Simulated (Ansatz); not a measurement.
Relaxation of AsH2(tBu) (C4H11As) with RKS PBE-D4/def2-SVP.

```sh
$ ansatz run in.yaml --threads 4 --pin off --events-out ev --progress --plain --max-ram 8704MiB
```

```yaml
crystal:
  periodic: [false, false, false]
  atoms:
    - {symbol: As, position_ang: [0.882710, 1.476390, 1.163240]}
    - {symbol: H, position_ang: [2.073080, 1.553160, 0.246940]}
    - {symbol: H, position_ang: [0.227130, 2.569760, 0.364300]}
    - {symbol: C, position_ang: [-0.000820, -0.013370, 0.124640]}
    - {symbol: C, position_ang: [-1.439160, -0.145360, 0.618940]}
    - {symbol: C, position_ang: [0.761690, -1.304110, 0.413050]}
    - {symbol: C, position_ang: [0.007140, 0.266820, -1.372610]}
    - {symbol: H, position_ang: [-1.956070, -0.955160, 0.102770]}
    - {symbol: H, position_ang: [-1.457280, -0.355540, 1.689900]}
    - {symbol: H, position_ang: [-1.989620, 0.780090, 0.441890]}
    - {symbol: H, position_ang: [0.767660, -1.513720, 1.484280]}
    - {symbol: H, position_ang: [1.795560, -1.219480, 0.074510]}
    - {symbol: H, position_ang: [0.301960, -2.150450, -0.098180]}
    - {symbol: H, position_ang: [1.028590, 0.385190, -1.736790]}
    - {symbol: H, position_ang: [-0.545250, 1.180190, -1.596570]}
    - {symbol: H, position_ang: [-0.457340, -0.554400, -1.920310]}
basis:
  gaussian: {orbitals: def2-SVP}
hamiltonian: {xc: pbe, dispersion: d4}
scf: {lower_state_search: "off"}
output: {orbitals: {seedname: orbitals}}
relax: {f_tol: 0.02, max_steps: 100}
```

Hardware: 4 threads of Intel Xeon Platinum 8259CL on a shared host. Wall time 11 s.

Positions (Å) and forces (eV/Å) at steps 1, 2, 3, 4, 6 of 6:

```xyz
16
step=1 energy=-65143.0378 eV
As    0.883    1.476    1.163   -0.174   -0.390    0.733
H     2.073    1.553    0.247    0.626   -0.026   -0.350
H     0.227    2.570    0.364   -0.389    0.529   -0.275
C    -0.001   -0.013    0.125   -0.164   -0.281   -0.226
C    -1.439   -0.145    0.619    0.520    0.338    0.112
C     0.762   -1.304    0.413    0.008    0.615    0.159
C     0.007    0.267   -1.373    0.148    0.188    0.488
H    -1.956   -0.955    0.103   -0.303   -0.509   -0.338
H    -1.457   -0.356    1.690   -0.137   -0.130    0.594
H    -1.990    0.780    0.442   -0.431    0.467   -0.073
H     0.768   -1.514    1.484    0.060   -0.230    0.578
H     1.796   -1.219    0.075    0.609   -0.083   -0.176
H     0.302   -2.150   -0.098   -0.306   -0.519   -0.334
H     1.029    0.385   -1.737    0.530    0.075   -0.307
H    -0.545    1.180   -1.597   -0.289    0.505   -0.228
H    -0.457   -0.554   -1.920   -0.311   -0.550   -0.356
16
step=2 energy=-65143.1365 eV
As    0.876    1.466    1.162   -0.027   -0.091    0.254
H     2.125    1.524    0.269    0.055    0.081   -0.102
H     0.171    2.598    0.398    0.024    0.087   -0.095
C    -0.008   -0.025    0.108    0.059    0.112    0.045
C    -1.448   -0.131    0.630    0.200    0.007   -0.060
C     0.781   -1.305    0.421   -0.110    0.181   -0.028
C     0.008    0.272   -1.394    0.005   -0.029    0.203
H    -1.973   -0.957    0.116   -0.135   -0.162   -0.088
H    -1.476   -0.337    1.714   -0.015   -0.035    0.153
H    -2.018    0.796    0.443   -0.096    0.125   -0.035
H     0.796   -1.523    1.504    0.002   -0.044    0.153
H     1.826   -1.235    0.072    0.150   -0.006   -0.059
H     0.313   -2.167   -0.089   -0.073   -0.197   -0.093
H     1.038    0.384   -1.775    0.141    0.010   -0.066
H    -0.544    1.198   -1.631   -0.079    0.129   -0.046
H    -0.469   -0.557   -1.949   -0.100   -0.167   -0.138
16
step=3 energy=-65143.1459 eV
As    0.883    1.474    1.180    0.006    0.016   -0.053
H     2.128    1.565    0.269   -0.017   -0.020    0.019
H     0.201    2.619    0.399   -0.010   -0.023    0.024
C    -0.003   -0.017    0.115   -0.021   -0.044   -0.044
C    -1.447   -0.136    0.628    0.017    0.024    0.008
C     0.776   -1.306    0.420    0.009    0.023    0.006
C     0.007    0.269   -1.391    0.017    0.028    0.024
H    -1.969   -0.971    0.110    0.007    0.008    0.010
H    -1.483   -0.343    1.718   -0.005    0.002   -0.007
H    -2.030    0.789    0.436    0.003   -0.011    0.002
H     0.795   -1.532    1.507    0.001   -0.003   -0.008
H     1.826   -1.246    0.065   -0.010   -0.005    0.004
H     0.300   -2.171   -0.094    0.005    0.007    0.010
H     1.040    0.375   -1.782   -0.010   -0.004   -0.001
H    -0.545    1.199   -1.635    0.004   -0.009   -0.003
H    -0.479   -0.567   -1.945    0.005    0.010    0.010
16
step=4 energy=-65143.1463 eV
As    0.880    1.470    1.178    0.009    0.000   -0.011
H     2.125    1.557    0.269   -0.002    0.004    0.002
H     0.192    2.614    0.402   -0.002   -0.002    0.005
C    -0.004   -0.019    0.113   -0.006   -0.004   -0.002
C    -1.446   -0.134    0.628    0.012   -0.001   -0.009
C     0.778   -1.306    0.420   -0.008    0.013   -0.005
C     0.008    0.270   -1.392    0.002    0.001    0.022
H    -1.970   -0.971    0.115   -0.004   -0.001    0.003
H    -1.481   -0.337    1.719   -0.001    0.000   -0.001
H    -2.028    0.790    0.434    0.000   -0.001   -0.001
H     0.797   -1.530    1.507   -0.001   -0.001    0.000
H     1.827   -1.246    0.064   -0.001   -0.001    0.000
H     0.302   -2.172   -0.091    0.001   -0.003    0.002
H     1.041    0.376   -1.783   -0.001   -0.002   -0.001
H    -0.543    1.201   -1.636    0.000   -0.002   -0.001
H    -0.478   -0.564   -1.947    0.000    0.000   -0.002
16
step=6 energy=-65143.1465 eV
As    0.887    1.467    1.177    0.000    0.000    0.001
H     2.118    1.572    0.252    0.000    0.000   -0.001
H     0.178    2.611    0.421   -0.001    0.000    0.001
C    -0.002   -0.021    0.113    0.000    0.001   -0.001
C    -1.445   -0.132    0.627    0.000    0.001    0.000
C     0.776   -1.309    0.420    0.000    0.000    0.000
C     0.012    0.269   -1.392   -0.001   -0.002    0.000
H    -1.969   -0.970    0.118    0.001    0.000    0.000
H    -1.481   -0.330    1.719    0.000    0.000    0.000
H    -2.026    0.792    0.428    0.000    0.000    0.000
H     0.794   -1.533    1.507    0.000    0.000    0.000
H     1.826   -1.251    0.066    0.000    0.000    0.000
H     0.300   -2.175   -0.091    0.000    0.000    0.000
H     1.045    0.369   -1.782    0.000    0.000    0.000
H    -0.535    1.203   -1.635    0.001    0.000    0.000
H    -0.479   -0.562   -1.947    0.000    0.000    0.000
```
